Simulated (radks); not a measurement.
Polarisability of the mercury ion Hg3+, [Xe] 4f14 5d9, at imaginary frequency. Calculated with a radial shooting solver on a logarithmic mesh with Libxc functionals: scalar-relativistic Kohn-Sham, LDA (Slater exchange, Perdew-Wang correlation), spin-polarised, spherical densities, finite nucleus; open shells are filled with parallel spins first (spin-orbit coupling, left out, can overturn this in heavy ions); Fermi nuclear charge, rms radius 5.4648 fm. Response by self-consistent Sternheimer equations with the Hartree and adiabatic LDA kernel, the relativistic mass of each level held fixed and spin-orbit coupling left out.

| w (hartree) | alpha1(iw) (bohr^3) |
|---|---|
| 0.00266 | 5.742 |
| 0.0143 | 5.741 |
| 0.0360 | 5.736 |
| 0.0697 | 5.717 |
| 0.118 | 5.672 |
| 0.186 | 5.573 |
| 0.280 | 5.381 |
| 0.413 | 5.041 |
| 0.605 | 4.505 |
| 0.892 | 3.759 |
| 1.35 | 2.840 |
| 2.12 | 1.854 |
| 3.59 | 0.9764 |
| 6.94 | 0.3834 |
| 17.5 | 0.09638 |

Static values: alpha1 = 5.742 bohr^3 (0.8509 angstrom^3; uncoupled 9.191). C6 = 33.76, triple-dipole C9 = 134.5 atomic units. One-pole (London) frequency 4 C6 / (3 alpha1^2) = 1.365 hartree, against 1.560 for minus the highest occupied eigenvalue.
